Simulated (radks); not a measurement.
Results of a calculation; reference values are marked as such.
Charge is removed step by step from the 4f up level of the europium ion Eu2+, starting from [Xe] 4f(up 7, down 0). Code: a radial shooting solver on a logarithmic mesh with Libxc functionals. Model: scalar-relativistic Kohn-Sham, PBE, spin-polarised, spherical densities, finite nucleus; Fermi nuclear charge, rms radius 5.1115 fm.

removed (e)	E - E(0) (eV)	eigenvalue (eV)	E minus straight line (eV)
0	0.000	-17.631	0.000
0.125	2.332	-19.611	-0.919
0.25	4.914	-21.641	-1.587
0.375	7.753	-23.720	-1.997
0.5	10.855	-25.844	-2.145
0.625	14.226	-28.013	-2.025
0.75	17.871	-30.224	-1.631
0.875	21.794	-32.476	-0.957
1	26.002	-34.769	0.000

Removing the whole electron costs 26.002 eV by Delta-SCF, against 17.631 eV from minus the eigenvalue at the starting occupation. Slater's transition state (half an electron removed) gives 25.844 eV. Integrating minus the eigenvalue over the occupation (Janak's theorem) gives 25.962 eV. In this scalar-relativistic scheme the density is built from large components alone, so the theorem holds only approximately. The mean slope of the eigenvalue, de/dn, is 17.1 eV per electron. Ionisation energy of Eu2+ in the NIST Atomic Spectra Database: 24.84 eV (semi-empirical).
